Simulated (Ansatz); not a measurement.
Molecule: sum formula H₇Si₂O₃, net charge 1, singlet state. It need not be the lowest isomer of its formula. 
Geometry from a B3LYP-D3(BJ)/def2-TZVP (Ansatz, a program for electronic structure) optimisation:
```xyz
12

O      0.2161    -1.0251    -1.5257
Si    -0.2492    -0.2106    -0.2105
O     -1.8119    -0.3441     0.1764
O      0.2614    -1.5703     0.9322
Si     0.8948     1.7592     0.3613
H      0.4860    -0.6358    -2.3627
H     -2.4571     0.3690     0.1613
H     -0.4257    -1.9115     1.5319
H      0.7626    -2.3039     0.5336
H      2.3330     1.4547     0.2404
H      0.4893     2.0927     1.7397
H      0.4482     2.7699    -0.6178
```
Charge +1, spin multiplicity 1.

Total electronic energies in hartree. Correlated levels leave the core frozen unless marked. Spin-orbit coupling is left out. No relativistic terms. Basis-set limits of correlation are two-point, X^-3; Hartree-Fock from the larger set.

```json
[
 {"level": "HF/STO-3G", "program": "Ansatz", "energy (Eh)": "-796.71415"},
 {"level": "RI-HF/cc-pV(T+d)Z", "program": "Ansatz", "energy (Eh)": "-806.55331"},
 {"level": "BLYP-D4/def2-TZVPD", "program": "Ansatz + dftd4", "energy (Eh)": "-808.82411"},
 {"level": "BLYP/def2-TZVPD", "program": "Ansatz", "energy (Eh)": "-808.80534"},
 {"level": "B3LYP-D3(BJ)/def2-TZVPD", "program": "Ansatz + dftd3", "energy (Eh)": "-808.91778"},
 {"level": "PBE0/STO-3G", "program": "Ansatz", "energy (Eh)": "[?]"},
 {"level": "PBE0/def2-QZVPP", "program": "Ansatz", "energy (Eh)": "-808.40590"},
 {"level": "r2SCAN0-D4/def2-TZVPD", "program": "Ansatz + dftd4", "energy (Eh)": "[?]"},
 {"level": "wB97X-V/def2-TZVPD", "program": "Ansatz", "energy (Eh)": "-808.68758"},
 {"level": "B2GP-PLYP/def2-TZVPD", "program": "Ansatz", "energy (Eh)": "-808.34434"},
 {"level": "B2PLYP-D3(BJ)/def2-TZVPD", "program": "Ansatz + dftd3", "energy (Eh)": "-808.47408"},
 {"level": "B2PLYP-D4/def2-TZVPD", "program": "Ansatz + dftd4", "energy (Eh)": "-808.47201"},
 {"level": "MP2/6-31G", "program": "Ansatz", "energy (Eh)": "-806.64481"},
 {"level": "RI-MP2/cc-pV(T+d)Z", "program": "Ansatz", "energy (Eh)": "-807.51678"},
 {"level": "SCS-MP2/6-31G", "program": "Ansatz", "energy (Eh)": "-806.64278"},
 {"level": "SCS-MP2/cc-pV(Q+d)Z", "program": "Ansatz", "energy (Eh)": "-807.62196"},
 {"level": "CCSD/STO-3G", "program": "Ansatz", "energy (Eh)": "-796.95143"},
 {"level": "CCSD/cc-pV(T+d)Z", "program": "Ansatz", "energy (Eh)": "-807.55481"},
 {"level": "CCSD/cc-pwCVTZ", "program": "Ansatz", "energy (Eh)": "-807.57285"},
 {"level": "CCSD(T)/STO-3G", "program": "Ansatz", "energy (Eh)": "-796.95706"},
 {"level": "CCSD(T)/cc-pV(Q+d)Z", "program": "Ansatz", "energy (Eh)": "-807.68764"},
 {"level": "CCSD(T) with core electrons (1s frozen past Ne)/cc-pwCVTZ", "program": "Ansatz", "energy (Eh)": "-808.28557"},
 {"level": "CCSD(T)/CBS(cc-pV(T+d)Z,cc-pV(Q+d)Z)", "program": "Ansatz", "energy (Eh)": "-807.7400"}
]
```

Question: What belongs in the gaps?

Answer: 
- PBE0/STO-3G, energy (Eh): -798.41002
- r2SCAN0-D4/def2-TZVPD, energy (Eh): -808.65508
